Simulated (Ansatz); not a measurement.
`[CH3][Al@H-]1[F+][Al@H-]([CH3])[F+]1`. Charge 0, multiplicity 1.

Cartesian coordinates in Å:
```
C 0.3714 1.2827 -2.5410
Al 0.9161 0.1876 -1.0413
F -0.4244 -0.9586 -0.5461
Al -0.9162 -0.1875 1.0414
C -0.3713 -1.2826 2.5411
F 0.4244 0.9588 0.5462
H 0.4046 0.7189 -3.4786
H -0.6468 1.6635 -2.4212
H 1.0338 2.1450 -2.6654
H 2.2973 -0.5441 -0.8321
H -2.2979 0.5431 0.8315
H -0.3999 -0.7172 3.4777
H -1.0363 -2.1423 2.6688
H 0.6451 -1.6672 2.4191
```

(1) List the harmonic frequencies (cm⁻¹, unscaled) at PBE0-D4/def2-TZVP in Ansatz. (An estimate is asked.)

(2) Is this a minimum?

(3) Give the ideal-gas thermochemistry at 298.15 K and 1 bar (rigid rotor, harmonic oscillator; point group C2h, symmetry number 2).

(4) And at 400, 500, 600, 800 and 1000 K?

## Answers

(1) Ansatz gave: 57, 79, 85, 108, 157, 179, 255, 352, 393, 461, 520, 539, 543, 544, 575, 600, 679, 684, 690, 729, 731, 764, 1231, 1232, 1442, 1442, 1443, 1443, 1961, 1962, 3039, 3040, 3117, 3117, 3125, 3125.

(2) Yes, all 36 modes are real.

(3) Zero-point energy 241.9 kJ/mol; H(298) − E = 271.6 kJ/mol; entropy 406.9 J/(mol·K), of which translation 169.0, rotation 111.4, vibration 126.5; G(298) − E = 150.3 kJ/mol. Modes under 100 cm⁻¹ are hindered rotations or soft bends, so the harmonic entropy is rough.

(4) 
| T (K) | H − E (kJ/mol) | S (J/mol/K) | G − E (kJ/mol) |
| --- | --- | --- | --- |
| 400 | 289.3 | 457.8 | 106.2 |
| 500 | 309.1 | 501.8 | 58.2 |
| 600 | 330.6 | 541.0 | 6.0 |
| 800 | 377.9 | 608.8 | -109.2 |
| 1000 | 429.3 | 666.1 | -236.8 |
